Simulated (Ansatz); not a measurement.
`BC(B)C` → `BCB` + `[CH2]` (triplet) at 500 K and 1 bar (formal loss of a carbene).

Gas-phase electronic energies from Ansatz, PBE0-D4/def2-TZVP geometries. CBS: MP2 limit from def2 TZ/QZ plus the TZ coupled-cluster correction, frozen cores. This one scheme is used for every species. Triplets are unrestricted, without spin–orbit coupling.

| species | CCSD(T)/CBS energy (Eh) | H − E (kJ/mol) | S (J/(mol·K)) |
| --- | --- | --- | --- |
| `BC(B)C` | -130.46858 | 294.2 | 380.1 |
| `BCB` | -91.21084 | 211.3 | 329.6 |
| `[CH2]` (triplet) | -39.09499 | 62.7 | 213.9 |

H − E and S are ideal-gas, rigid-rotor, harmonic terms from PBE0-D4/def2-TZVP, with the whole ground term of open shells counted as degenerate. 1 Eh = 2625.50 kJ/mol, R = 8.31446 J/(mol·K).

Problem. By hand: ΔE, ΔH, ΔS and ΔG.

Solution. ΔE = (-91.21084) + (-39.09499) − (-130.46858) = 0.16275 Eh = 427.3 kJ/mol. Δ(H − E) = 211.3 + 62.7 − 294.2 = -20.2, so ΔH = 407.1 kJ/mol. ΔS = 329.6 + 213.9 − 380.1 = 163.4 J/(mol·K). ΔG = 407.1 − 500 × (163.4)/1000 = 325.4 kJ/mol.

Problem. By hand: the equilibrium constant, and the temperature at which ΔG would vanish if ΔH and ΔS stayed fixed.

Solution. log₁₀ K = −ΔG/(RT ln 10) = -34.0. ΔG = 0 at ΔH/ΔS = 2491 K.

The number of gas molecules changes by +1, which sets the sign of ΔS. A doubt of 5 kJ/mol in ΔE shifts log₁₀ K by 0.5 here. A triplet takes part, so the spin changes. These are equilibria of isolated gas molecules and say nothing of rates. Largest T1 diagnostic: 0.011 (customary marks: 0.02 for closed shells, 0.045 for open ones).
